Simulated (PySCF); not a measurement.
H8N2OSi2, SMILES N[SiH2][Si@@H](N)O.

Geometry optimised at PBE-D3(BJ)/def2-SVP. The structure was generated by enumeration; whether it is a known compound was not checked. One conformer was computed; it need not be the lowest.

Two levels are set side by side: TDA-PBE/def2-SVPD (PySCF) and TDA-LC-ωPBE/def2-SVPD (PySCF). Vertical, same geometry. The lowest singlet is HOMO→LUMO 94 % with PBE and HOMO→LUMO+1 71 %, HOMO→LUMO 15 % with the other functional; states are paired by order. Differences are taken from unrounded values.

| quantity | TDA-PBE |
|---|---|
| lowest singlet excitation (eV) | 4.87 |
| lowest triplet excitation (TDA) (eV) | 4.54 |
| first bright state (f over 0.05) (eV) | 5.77 |
| its oscillator strength | 0.05 |

Question: These are the TDA-PBE values. What does TDA-LC-ωPBE give? (The exact figures need the calculation; the answer reports its results.)

Answer: 
```json
[
 {"quantity": "lowest singlet excitation (eV)", "TDA-LC-ωPBE": "6.29", "TDA-PBE minus TDA-LC-ωPBE": "-1.42"},
 {"quantity": "lowest triplet excitation (TDA) (eV)", "TDA-LC-ωPBE": "5.58", "TDA-PBE minus TDA-LC-ωPBE": "-1.04"},
 {"quantity": "first bright state (f over 0.05) (eV)", "TDA-LC-ωPBE": "7.16", "TDA-PBE minus TDA-LC-ωPBE": "-1.39"},
 {"quantity": "its oscillator strength", "TDA-LC-ωPBE": "0.06", "TDA-PBE minus TDA-LC-ωPBE": "-0.01"}
]
```

Functionals without exact exchange tend to place singlet excitations lower, as here. Differences between two approximate levels are no errors against the true value.

Rough cost on one machine, each run with all the roots and properties that it gave: TDA-LC-ωPBE against TDA-PBE about 4 times.
